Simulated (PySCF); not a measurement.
B(F)2(SeH), HBF2Se, SMILES FB([SeH])F (PBE0/def2-SVP optimised geometry):

```
5

B     -0.658     0.160     0.000
F     -1.303     1.308     0.000
F     -1.361    -0.955     0.002
Se     1.282     0.160     0.000
H      1.361    -1.308    -0.015
```

Calculation: PBE0/def2-TZVP (PySCF).

Problem. What are the frontier orbital energies and the dipole moment?

Solution. HOMO-2 -11.39 eV, HOMO-1 -9.78 eV, HOMO -7.87 eV, LUMO -0.12 eV, LUMO+1 -0.02 eV; dipole moment 1.13 D.

On the same geometry PBE/def2-TZVP in PySCF gives HOMO-2 -9.79 eV, HOMO-1 -8.41 eV, HOMO -6.68 eV, LUMO -1.02 eV, LUMO+1 -1.00 eV; dipole moment 1.07 D.

Meta-Löwdin charges at PBE0/def2-TZVP: B1 0.51, F2 -0.28, F3 -0.28, Se4 -0.03, H5 0.08.
